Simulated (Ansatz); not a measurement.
Ansatz (an electronic-structure program) input (X2C-CCSD(T)/cc-pVTZ-DK):

Ansatz 0.2 input:
```yaml
crystal:
  periodic: [false, false, false]
  atoms:
    - {symbol: C, position_ang: [1.90359175, 0.42503842, -0.27328634]}
    - {symbol: N, position_ang: [0.69711286, 0.61282021, 0.45872674]}
    - {symbol: B, position_ang: [-0.50893533, -0.09882326, 0.10302764]}
    - {symbol: O, position_ang: [-0.47964921, -1.45848447, -0.04558298]}
    - {symbol: O, position_ang: [-1.70198473, 0.56803125, -0.02987894]}
    - {symbol: H, position_ang: [2.76544707, 0.85238398, 0.24244734]}
    - {symbol: H, position_ang: [2.08366712, -0.64140505, -0.47253242]}
    - {symbol: H, position_ang: [1.82991617, 0.89857665, -1.26526955]}
    - {symbol: H, position_ang: [-1.35794410, -1.83759153, -0.16022325]}
    - {symbol: H, position_ang: [-1.62467864, 1.50580594, 0.17276603]}
basis:
  gaussian:
    orbitals: cc-pVTZ-DK
magnetization: {spin_polarized: true, initial_magnetization: 1}
correlation: {method: ccsd_t, electrons: outside_noble_gas}
```

End of the output:

```
integrals: 1.79 GiB planned
1294 factors; integrals over basis functions are off by at most 1.0e-3 eV
0.96 GiB of device memory are held for the factors and their scratch space
mean field: 0.97 GiB planned
mean field evaluation 1: about -7341.9095 eV, gradient 3.3e1 eV
mean field evaluation 2: about -7341.9129 eV, gradient 3.3e1 eV
mean field evaluation 4: about -7346.7848 eV, gradient 3.5e0 eV
mean field evaluation 8: about -7346.9396 eV, gradient 2.2e-1 eV
mean field evaluation 16: about -7345.7029 eV, gradient 1.8e1 eV
mean field evaluation 32: about -7345.6543 eV, gradient 3.3e-1 eV
mean field evaluation 64: about -7345.6564 eV, gradient 1.7e-3 eV
mean field -7346.94241618 eV, -269.9951538581 hartree, gradient 2.0e-6 eV, S^2 0.760681; 3 other end points of the search recorded, 0 dependent functions left out
determinant -7346.94241618 eV, -269.9951538581 hartree, with singles and doubles -7372.93594066 eV, -270.9503982636 hartree
determinant -7345.65638396 eV, -269.9478930456 hartree, with singles and doubles -7371.67454299 eV, -270.9040427544 hartree
5 core orbitals not correlated
reference -7346.94241618 eV, -269.9951538581 hartree; 15, 14 occupied and 200, 201 virtual orbitals, 1294 factors
second order -24.95779671 eV of doubles, -0.00000000 eV of singles
coupled cluster: 13.57 GiB planned
cycle   1  -25.75756454 eV  change    -2.2e0 eV  update   2.8e-2
cycle   2  -25.82018824 eV  change   -6.3e-2 eV  update   6.1e-3
cycle   3  -25.81941203 eV  change    7.8e-4 eV  update   3.1e-3
cycle   4  -25.82012868 eV  change   -7.2e-4 eV  update   1.2e-3
cycle   5  -25.82086702 eV  change   -7.4e-4 eV  update   6.0e-4
cycle   6  -25.82126267 eV  change   -4.0e-4 eV  update   2.8e-4
cycle   7  -25.82139707 eV  change   -1.3e-4 eV  update   1.6e-4
cycle   8  -25.82146317 eV  change   -6.6e-5 eV  update   1.2e-4
cycle   9  -25.82142720 eV  change    3.6e-5 eV  update   1.0e-4
cycle  10  -25.82135564 eV  change    7.2e-5 eV  update   7.4e-5
cycle  11  -25.82142748 eV  change   -7.2e-5 eV  update   3.7e-5
cycle  12  -25.82142016 eV  change    7.3e-6 eV  update   1.3e-5
perturbative correction -0.95988017 eV, -0.0352749454 hartree
Total energy: -7373.72371651 eV, -270.9793484922 hartree
Relativity: scalar
```

It need not be the lowest isomer of its formula.
